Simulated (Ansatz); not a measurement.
Job for Ansatz (an electronic-structure program): R-CCSD(T)/cc-pV(T+d)Z on CH6SSi (SMILES C[SiH2]S), a point of a torsion scan. Files ending in .json are basis or fitting sets from the Basis Set Exchange.

Ansatz 0.2 input:
```yaml
crystal:
  periodic: [false, false, false]
  atoms:
    - {symbol: C, position_ang: [-1.05408077, 0.53438731, 0.12426630]}
    - {symbol: Si, position_ang: [0.24843786, -0.82321452, -0.07390493]}
    - {symbol: S, position_ang: [2.16204701, -0.03709817, 0.56034767]}
    - {symbol: H, position_ang: [-2.02299420, 0.19951934, -0.23360681]}
    - {symbol: H, position_ang: [-0.77926693, 1.42268761, -0.43927196]}
    - {symbol: H, position_ang: [-1.16609401, 0.83003862, 1.16468493]}
    - {symbol: H, position_ang: [-0.01055078, -1.96967175, 0.79089656]}
    - {symbol: H, position_ang: [0.41937987, -1.22588186, -1.46507121]}
    - {symbol: H, position_ang: [2.38166168, -0.90757041, 1.53102380]}
basis:
  gaussian:
    orbitals: cc-pV_T+d_Z.json
magnetization: {spin_polarized: false}
correlation: {method: ccsd_t, electrons: outside_noble_gas}
scf: {lower_state_search: off}
```

Q: What total energy does the run end on?

A: -728.4709 hartree (reference determinant -727.9127, T1 diagnostic 0.010).

Q: How many basis functions does it have, and what does it roughly cost on one machine?

A: 192 functions; roughly 30 core-seconds.
